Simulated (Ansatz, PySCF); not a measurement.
This PySCF input computes a r2SCAN/def2-TZVPD energy:

```python
from pyscf import gto, scf, dft

mol = gto.M(
    atom='''
    Si    0.39735093    0.01673678   -0.03243247
    F     0.71388762   -1.25455577    0.85024217
    F     0.61041922    1.27616569    0.89705804
    F     1.43733448    0.08101535   -1.20914561
    O    -1.07346929   -0.03193275   -0.65781548
    C    -2.31719567   -0.09487611    0.04155759
    H    -3.10872634   -0.12096651   -0.70419930
    H    -2.37000816   -0.99686586    0.65369173
    H    -2.44802189    0.78460868    0.67434889
    ''',
    basis='def2-tzvpd',
    charge=0,
    spin=0,
    verbose=4,
)

mf = dft.RKS(mol, xc='r2scan').density_fit(auxbasis='def2-universal-jkfit')
mf.grids.level = 4
mf.conv_tol = 1e-9
mf.max_cycle = 100
mf.max_memory = 1500
mf.kernel()
if not mf.converged:
    mf = mf.newton()
    mf.kernel(mf.make_rdm1())
mf.analyze()
```

Task: Write an input for the same energy in Ansatz (an electronic-structure program) and say what it gives.

Result: 
Ansatz 0.2 input:
```yaml
crystal:
  periodic: [false, false, false]
  atoms:
    - {symbol: Si, position_ang: [0.39735093, 0.01673678, -0.03243247]}
    - {symbol: F, position_ang: [0.71388762, -1.25455577, 0.85024217]}
    - {symbol: F, position_ang: [0.61041922, 1.27616569, 0.89705804]}
    - {symbol: F, position_ang: [1.43733448, 0.08101535, -1.20914561]}
    - {symbol: O, position_ang: [-1.07346929, -0.03193275, -0.65781548]}
    - {symbol: C, position_ang: [-2.31719567, -0.09487611, 0.04155759]}
    - {symbol: H, position_ang: [-3.10872634, -0.12096651, -0.70419930]}
    - {symbol: H, position_ang: [-2.37000816, -0.99686586, 0.65369173]}
    - {symbol: H, position_ang: [-2.44802189, 0.78460868, 0.67434889]}
basis:
  gaussian:
    orbitals: def2-TZVPD
hamiltonian:
  xc: {name: r2SCAN}
output: {forces: true}
```
It gives -704.40453 Eh, and PySCF -704.40467 Eh, a difference of 0.14 mEh, from the treatment of integrals and grids.
